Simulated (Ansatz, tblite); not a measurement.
Cost and result up the ladder for the cluster B4N3 (the lowest doublet isomer of a short search) (7 atoms). Charge 0, multiplicity 2. Geometry: PBE-D4/def2-SVP.

```tsv
atom	x (Å)	y (Å)	z (Å)
B1	0.658	0.523	0.866
B2	1.084	0.083	-0.892
B3	-1.103	-0.247	0.423
B4	-0.344	-0.541	-1.250
N5	-0.526	0.326	1.522
N6	-1.577	-0.812	-0.760
N7	1.808	0.668	0.092
```

Ansatz on 4 threads of AMD EPYC 9R45 on a shared host; xTB runs through tblite on one thread. Times are rough, summed over both states, and most runs start from the orbitals of an earlier one. ωB97M-V/def2-TZVP serves as the yardstick here, not as an exact answer. The other state is a singlet.

The xTB rows come from tblite. The structure comes from a short search, and lower isomers may exist.

Raw xTB energies of ions are shifted by several eV, and xTB has no spin-polarisation term.

```json
{"level": "GFN1-xTB", "functions": "28", "wall time": "0.004 s", "vertical IE (eV)": "12.60", "difference from ωB97M-V/def2-TZVP (eV)": "4.80"}
{"level": "GFN2-xTB", "functions": "28", "wall time": "0.006 s", "vertical IE (eV)": "12.08", "difference from ωB97M-V/def2-TZVP (eV)": "4.28"}
{"level": "PBE-D4/def2-TZVP", "functions": "217", "wall time": "2.1 s", "vertical IE (eV)": "7.93", "difference from ωB97M-V/def2-TZVP (eV)": "0.13"}
{"level": "PBE0-D4/def2-TZVP (with forces)", "functions": "217", "wall time": "3 s", "vertical IE (eV)": "8.03", "difference from ωB97M-V/def2-TZVP (eV)": "0.23"}
{"level": "ωB97M-V/def2-TZVP", "functions": "217", "wall time": "6.2 s", "vertical IE (eV)": "7.80", "difference from ωB97M-V/def2-TZVP (eV)": "0.00"}
```
